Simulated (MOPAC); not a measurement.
MOPAC input (PM6):

```
PM6 PRECISE GNORM=0.05 LET XYZ CHARGE=-1 GEO-OK AUX(PRECISION=9) THREADS=1
C3H11Si3

C    -0.70739095 1    1.40696469 1   -0.75268804 1
Si    1.05556192 1    1.43158572 1   -0.49864700 1
C     1.76747712 1   -0.32945434 1   -0.28639303 1
Si    0.71023101 1   -1.37926594 1    0.83735708 1
C    -1.03533119 1   -1.48594922 1    0.18595908 1
Si   -1.83150066 1    0.24032585 1   -0.01209568 1
H    -1.15015388 1    2.30109546 1   -1.19075523 1
H     1.81776143 1    2.08496070 1   -1.62650309 1
H     1.65525996 1    2.15203299 1    0.69882349 1
H     1.79696846 1   -0.80931939 1   -1.27019447 1
H     2.79380735 1   -0.27697961 1    0.09038840 1
H     1.30415977 1   -2.75111507 1    1.00276753 1
H     0.70627258 1   -0.80652486 1    2.21615351 1
H    -1.65164609 1   -2.11126279 1    0.83957246 1
H    -1.00131418 1   -1.96394689 1   -0.79860506 1
H    -2.39170326 1    0.48217487 1    1.38085073 1
H    -3.10803381 1    0.05247888 1   -0.79636791 1
```

From the last part of the output:

```
                                                       MOPAC v23.2.5 Linux

          FINAL HEAT OF FORMATION =        -66.86141 KCAL/MOL =    -279.74814 KJ/MOL

          COSMO AREA              =        169.06 SQUARE ANGSTROMS
          COSMO VOLUME            =        182.18 CUBIC ANGSTROMS

          GRADIENT NORM           =          0.03816          =       0.00925 PER ATOM
          IONIZATION POTENTIAL    =          3.308376 EV
          HOMO LUMO ENERGIES (EV) =         -3.308  4.511
          NO. OF FILLED LEVELS    =         18
          MOLECULAR WEIGHT        =        131.3764         POINT GROUP:  Cs

          MOLECULAR DIMENSIONS (Angstroms)

            Atom       Atom       Distance
            H    12    H     7     5.92179
            H     9    H    17     5.19982
            H    10    H    16     4.22011

          SCF CALCULATIONS        =         51

   ATOM   CHEMICAL          X               Y               Z
  NUMBER   SYMBOL      (ANGSTROMS)     (ANGSTROMS)     (ANGSTROMS)

     1       C         -0.71667746  *   1.44414219  *  -0.71677568  *
     2      Si          1.01566006  *   1.39995438  *  -0.48740362  *
     3       C          1.80647662  *  -0.30854936  *  -0.23895721  *
     4      Si          0.70301664  *  -1.38256101  *   0.78650054  *
     5       C         -1.06245472  *  -1.49233165  *   0.24448635  *
     6      Si         -1.77988425  *   0.24644344  *  -0.01628549  *
     7       H         -1.14808662  *   2.23441943  *  -1.34167998  *
     8       H          1.74426634  *   1.99283202  *  -1.63125282  *
     9       H          1.52230352  *   2.21088821  *   0.64024137  *
    10       H          1.93442539  *  -0.74836459  *  -1.25526644  *
    11       H          2.81417898  *  -0.18433030  *   0.21174105  *
    12       H          1.26260504  *  -2.75250512  *   0.75277416  *
    13       H          0.79150393  *  -1.01323981  *   2.21595012  *
    14       H         -1.69494593  *  -2.04491681  *   0.97157105  *
    15       H         -1.13094535  *  -2.01318454  *  -0.73874126  *
    16       H         -2.35979712  *   0.60902277  *   1.29450122  *
    17       H         -2.99682427  *   0.03657533  *  -0.83224796  *

                             CARTESIAN COORDINATES

   1    C       -0.716677460     1.444142191    -0.716775677
   2   Si        1.015660058     1.399954379    -0.487403618
   3    C        1.806476619    -0.308549356    -0.238957206
   4   Si        0.703016644    -1.382561010     0.786500543
   5    C       -1.062454718    -1.492331650     0.244486348
   6   Si       -1.779884252     0.246443437    -0.016285490
   7    H       -1.148086618     2.234419430    -1.341679976
   8    H        1.744266343     1.992832017    -1.631252817
   9    H        1.522303520     2.210888209     0.640241367
  10    H        1.934425390    -0.748364586    -1.255266441
  11    H        2.814178976    -0.184330297     0.211741049
  12    H        1.262605036    -2.752505119     0.752774164
  13    H        0.791503933    -1.013239813     2.215950116
  14    H       -1.694945929    -2.044916812     0.971571047
  15    H       -1.130945350    -2.013184537    -0.738741258
  16    H       -2.359797124     0.609022769     1.294501215
  17    H       -2.996824274     0.036575327    -0.832247962

           Empirical Formula: C3 H11 Si3  =    17 atoms

      MOLECULAR POINT GROUP   :   Cs

                  EIGENVALUES
 -21.35761 -20.04493 -17.93137 -13.25126 -12.83722 -11.38225 -10.24359  -9.62121
  -8.55218  -7.30142  -7.27357  -6.85828  -6.53492  -6.30148  -5.96448  -5.79260
  -4.99965  -3.30838   4.51075   4.69571   5.18880   5.31769   5.46078   5.48327
   5.64733   5.83051   5.99473   6.27341   6.40848   6.58511   6.65627   6.88914
   7.12007   7.56783   7.88008   8.00473   8.45034   8.49855   8.58672   9.12096
   9.19471   9.32092   9.39823   9.69948   9.90486   9.91166  10.65317  10.78382
  10.94346  12.21290

              NET ATOMIC CHARGES AND DIPOLE CONTRIBUTIONS

  ATOM NO.   TYPE          CHARGE      No. of ELECS.   s-Pop       p-Pop       d-Pop
    1          C          -0.773889        4.7739     1.08229     3.69160
    2         Si           0.009885        3.9901     1.16250     1.95129     0.87632
    3          C          -0.738144        4.7381     1.08115     3.65699
    4         Si           0.199920        3.8001     1.16841     1.88974     0.74193
    5          C          -0.738140        4.7381     1.08116     3.65698
    6         Si           0.009883        3.9901     1.16251     1.95129     0.87632
    7          H           0.190338        0.8097     0.80966
    8          H           0.010702        0.9893     0.98930
    9          H           0.013274        0.9867     0.98673
   10          H           0.193232        0.8068     0.80677
   11          H           0.187777        0.8122     0.81222
   12          H           0.008835        0.9912     0.99117
   13          H           0.021341        0.9787     0.97866
   14          H           0.187777        0.8122     0.81222
   15          H           0.193233        0.8068     0.80677
   16          H           0.013274        0.9867     0.98673
   17          H           0.010702        0.9893     0.98930
 DIPOLE           X         Y         Z       TOTAL
 POINT-CHG.     1.364    -2.647     1.611     3.386
 HYBRID         0.245    -1.060    -1.140     1.576
 SUM            1.609    -3.708     0.471     4.069

          ATOMIC ORBITAL ELECTRON POPULATIONS

     Atom    s        px        py        pz      x^2-y^2     xz        z^2       yz        xy
    1  C   1.08229   1.12252   1.22536   1.34371
    2 Si   1.16250   0.63752   0.57394   0.73983   0.13740   0.26483   0.09101   0.18298   0.20010
    3  C   1.08115   1.20001   1.28377   1.17321
    4 Si   1.16841   0.56549   0.65554   0.66870   0.17979   0.09277   0.24395   0.05952   0.16590
    5  C   1.08116   1.23473   1.27383   1.14842
    6 Si   1.16251   0.64624   0.56782   0.73724   0.19166   0.27452   0.17301   0.10077   0.13636
    7  H   0.80966
    8  H   0.98930
    9  H   0.98673
   10  H   0.80677
   11  H   0.81222
   12  H   0.99117
   13  H   0.97866
   14  H   0.81222
   15  H   0.80677
   16  H   0.98673
   17  H   0.98930

 **********************
 *                    *
 * JOB ENDED NORMALLY *
 *                    *
 **********************

 == MOPAC DONE ==
```

The dipole moment of an ion depends on the origin.
